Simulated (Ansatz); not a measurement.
CH5FOSi, SMILES `CO[SiH2]F`. Total charge 0; spin multiplicity 1.

Z-matrix (Å, degrees):
```
C
O 1 1.412
H 1 1.093 2 110.6
H 1 1.091 2 108.3 3 119.2
H 1 1.096 2 111.7 3 -121.3
Si 2 1.623 1 125.2 3 82.5
F 6 1.598 2 111.1 1 -70.1
H 6 1.474 2 106.8 1 172.1
H 6 1.483 2 110.6 1 47.2
```

What are the harmonic wavenumbers in cm⁻¹ at PBE0-D4/def2-TZVP (Ansatz, finite differences of forces, unscaled)? (Estimate.)

Computed: 83, 97, 206, 338, 700, 755, 782, 876, 952, 962, 1158, 1184, 1224, 1483, 1493, 1502, 2239, 2290, 3025, 3096, 3130.

Is this a minimum?

Yes, all 21 modes are real.

Give the ideal-gas thermochemistry at 298.15 K and 1 bar (rigid rotor, harmonic oscillator; point group C1, symmetry number 1).

Zero-point energy 164.9 kJ/mol; H(298) − E = 182.6 kJ/mol; entropy 318.6 J/(mol·K), of which translation 163.5, rotation 105.0, vibration 50.0; G(298) − E = 87.6 kJ/mol. Modes under 100 cm⁻¹ are hindered rotations or soft bends, so the harmonic entropy is rough.

And at 400, 500, 600, 800 and 1000 K?


```json
{"T (K)": "400", "H − E (kJ/mol)": "191.9", "S (J/mol/K)": "345.4", "G − E (kJ/mol)": "53.7"}
{"T (K)": "500", "H − E (kJ/mol)": "202.7", "S (J/mol/K)": "369.3", "G − E (kJ/mol)": "18.0"}
{"T (K)": "600", "H − E (kJ/mol)": "214.8", "S (J/mol/K)": "391.4", "G − E (kJ/mol)": "-20.1"}
{"T (K)": "800", "H − E (kJ/mol)": "242.3", "S (J/mol/K)": "430.9", "G − E (kJ/mol)": "-102.4"}
{"T (K)": "1000", "H − E (kJ/mol)": "273.2", "S (J/mol/K)": "465.2", "G − E (kJ/mol)": "-192.1"}
```

Rotational constants (cm⁻¹)?

0.434, 0.1272, 0.1091.
